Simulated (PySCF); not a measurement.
## Running PySCF for HBr⁺

The script input.py:

```python
from pyscf import gto, scf, cc

mol = gto.M(
    atom='H 0 0 0; Br 0 0 1.535',
    basis='cc-pvtz-dk',
    charge=1,
    spin=1,
    verbose=4,
)
mf = scf.UHF(mol)
mf = mf.sfx2c1e()
mf.kernel()
mycc = cc.CCSD(mf, frozen=9)
mycc.kernel()
mycc.ccsd_t()
mf.dip_moment()
print('orbital energies (hartree):', [e[max(0, n-3):n+3].round(4) for e, n in zip(mf.mo_energy, mol.nelec)])
```

```bash
$ OMP_NUM_THREADS=1 python input.py
```

The log (some set-up lines and the per-cycle HOMO/LUMO lines with their warnings removed):

```
PySCF version 2.14.0

[INPUT] Symbol           X                Y                Z      unit          X                Y                Z       unit  Magmom
[INPUT]  1 H      0.000000000000   0.000000000000   0.000000000000 AA    0.000000000000   0.000000000000   0.000000000000 Bohr   0.0
[INPUT]  2 Br     0.000000000000   0.000000000000   1.535000000000 AA    0.000000000000   0.000000000000   2.900729601207 Bohr   0.0

nuclear repulsion = 12.065929890684
number of shells = 16
number of NR pGTOs = 127
number of NR cGTOs = 57
basis = cc-pvtz-dk
ecp = {}

******** <class 'pyscf.x2c.sfx2c1e.sfX2C1eUHF'> ********
method = sfX2C1eUHF
initial guess = minao
damping factor = 0
level_shift factor = 0
DIIS = <class 'pyscf.scf.diis.CDIIS'>
SCF conv_tol = 1e-09
SCF max_cycles = 50
number electrons alpha = 18  beta = 17

******** <class 'pyscf.x2c.sfx2c1e.SpinFreeX2CHelper'> ********
approx = 1e
xuncontract = 1
init E= -2604.86452888098

cycle= 1 E= -2604.59454890253  delta_E= 0.27  |g|= 0.239  |ddm|= 0.646
cycle= 2 E= -2604.63737702643  delta_E= -0.0428  |g|= 0.0903  |ddm|= 0.291
cycle= 3 E= -2604.63997789515  delta_E= -0.0026  |g|= 0.0233  |ddm|= 0.0689
cycle= 4 E= -2604.64041049708  delta_E= -0.000433  |g|= 0.0069  |ddm|= 0.0268
cycle= 5 E= -2604.64046971561  delta_E= -5.92e-05  |g|= 0.00236  |ddm|= 0.00909
cycle= 6 E= -2604.64047936571  delta_E= -9.65e-06  |g|= 0.00124  |ddm|= 0.00342
cycle= 7 E= -2604.64048339157  delta_E= -4.03e-06  |g|= 0.000762  |ddm|= 0.00229
cycle= 8 E= -2604.64048598967  delta_E= -2.6e-06  |g|= 0.000275  |ddm|= 0.00284
cycle= 9 E= -2604.64048632266  delta_E= -3.33e-07  |g|= 6.31e-05  |ddm|= 0.00122
cycle= 10 E= -2604.64048633303  delta_E= -1.04e-08  |g|= 1.43e-05  |ddm|= 0.000189
cycle= 11 E= -2604.64048633339  delta_E= -3.58e-10  |g|= 3.28e-06  |ddm|= 2.52e-05
Extra cycle  E= -2604.6404863334  delta_E= -1.23e-11  |g|= 1.55e-06  |ddm|= 3.1e-06
converged SCF energy = -2604.6404863334  <S^2> = 0.76038608  2S+1 = 2.0103593

******** <class 'pyscf.cc.uccsd.UCCSD'> ********
CC2 = 0
CCSD nocc = (np.int64(9), np.int64(8)), nmo = (48, 48)
frozen orbitals 9
max_cycle = 50
direct = 0
conv_tol = 1e-07
conv_tol_normt = 1e-06
Init t2, MP2 energy = -0.202443195975497
Init E_corr(UCCSD) = -0.202443195977512
cycle = 1  E_corr(UCCSD) = -0.213399951459746  dE = -0.0109567555  norm(t1,t2) = 0.0457586
cycle = 2  E_corr(UCCSD) = -0.218590626264477  dE = -0.0051906748  norm(t1,t2) = 0.0150931
cycle = 3  E_corr(UCCSD) = -0.220038193662937  dE = -0.0014475674  norm(t1,t2) = 0.00648766
cycle = 4  E_corr(UCCSD) = -0.220305841380375  dE = -0.000267647717  norm(t1,t2) = 0.00163905
cycle = 5  E_corr(UCCSD) = -0.220229030532307  dE = 7.68108481e-05  norm(t1,t2) = 0.000772893
cycle = 6  E_corr(UCCSD) = -0.220233263026102  dE = -4.23249379e-06  norm(t1,t2) = 0.000306973
cycle = 7  E_corr(UCCSD) = -0.220243581341035  dE = -1.03183149e-05  norm(t1,t2) = 9.66928e-05
cycle = 8  E_corr(UCCSD) = -0.220242074391234  dE = 1.5069498e-06  norm(t1,t2) = 2.86844e-05
cycle = 9  E_corr(UCCSD) = -0.220241993956191  dE = 8.04350437e-08  norm(t1,t2) = 8.95079e-06
cycle = 10  E_corr(UCCSD) = -0.220241777121892  dE = 2.16834299e-07  norm(t1,t2) = 1.90298e-06
cycle = 11  E_corr(UCCSD) = -0.220241777970812  dE = -8.48920656e-10  norm(t1,t2) = 6.44352e-07
UCCSD converged
E(UCCSD) = -2604.860728111374  E_corr = -0.2202417779708123
UCCSD(T) correction = -0.00678084790503802
Dipole moment(X, Y, Z, Debye):  0.00000, -0.00000,  5.45838
orbital energies (hartree): [array([-0.8954, -0.8515, -0.7805, -0.1862,  0.0438,  0.0984]), array([-1.3329, -0.8801, -0.7575, -0.3492, -0.1769,  0.0534])]
```

In short: E(SCF) = -2604.640486 Eh, 11 cycles, E(CCSD) − E(SCF) = -0.22024 Eh, (T) = -0.00678 Eh, ⟨S²⟩ = 0.760.

It ran on Intel Xeon Platinum 8375C @ 2.90GHz (1 thread, shared host) in 7.9 s, peak memory 0.32 GiB.

The bond length is a typed value, not an optimised one. The dipole of an ion depends on the origin. No search for the lowest solution was made.
